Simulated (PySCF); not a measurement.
## Electron correlation in Eu³⁵⁺ (europium, charge +35)

[Ar] 3d10, closed-shell 1S. Computed with PySCF 2.14 in an uncontracted even-tempered set (18 s from 5.9 bohr⁻², ratio 2.5; 13 p from 7.7 bohr⁻², ratio 2.5; 8 d from 7.7 bohr⁻², ratio 2.5; 4 f from 35 bohr⁻², ratio 2.7; 3 g from 53 bohr⁻², ratio 2.7), with the spin-free X2C one-electron Hamiltonian (Gaussian nucleus). Frozen: [Ne]; 18 electrons correlated; the 33 highest virtual orbitals of each spin left out.

```
  level  correlation energy (mhartree)
   CCSD                        -766.48
    (T)                          -0.77
CCSD(T)                        -767.25
```

Diagnostics: T1 = 0.00017, D1 = 0.0003, largest double amplitude 0.004.

Cost of the coupled-cluster step: 27 s of wall time on 2 threads of Neoverse-V2 (shared host), for 18 correlated electrons.

Iterations:

```
CC2 = 0
CCSD nocc = 9, nmo = 114
frozen orbitals [0, 1, 2, 3, 4, 119, 120, 121, 122, 123, 124, 125, 126, 127, 128, 129, 130, 131, 132, 133, 134, 135, 136, 137, 138, 139, 140, 141, 142, 143, 144, 145, 146, 147, 148, 149, 150, 151]
max_cycle = 100
direct = 0
conv_tol = 1e-08
conv_tol_normt = 1e-06
diis_space = 8
diis_start_cycle = 0
Init t2, MP2 energy = -10131.8247782351  E_corr(MP2) -0.77971809474269
Init E_corr(CCSD) = -0.779718094742691
cycle = 1  E_corr(CCSD) = -0.765527784390151  dE = 0.0141903104  norm(t1,t2) = 0.00137389
cycle = 2  E_corr(CCSD) = -0.766512904982455  dE = -0.000985120592  norm(t1,t2) = 8.48996e-05
cycle = 3  E_corr(CCSD) = -0.766479160189897  dE = 3.37447926e-05  norm(t1,t2) = 4.3862e-06
cycle = 4  E_corr(CCSD) = -0.766480943031653  dE = -1.78284176e-06  norm(t1,t2) = 3.15291e-07
cycle = 5  E_corr(CCSD) = -0.766480944323933  dE = -1.29228006e-09  norm(t1,t2) = 4.74579e-09
CCSD converged
E(CCSD) = -10131.81154108467  E_corr = -0.7664809443239327
CCSD(T) correction = -0.000769799398070105
```

At this charge the one-electron X2C treatment keeps the bare 1/r₁₂, with no two-electron picture change or Breit term. The effect here is smaller than on the frozen 1s shell; and a scalar Hamiltonian misses the large spin-orbit splitting of the p shells, which matters for ns² → np² pairs.
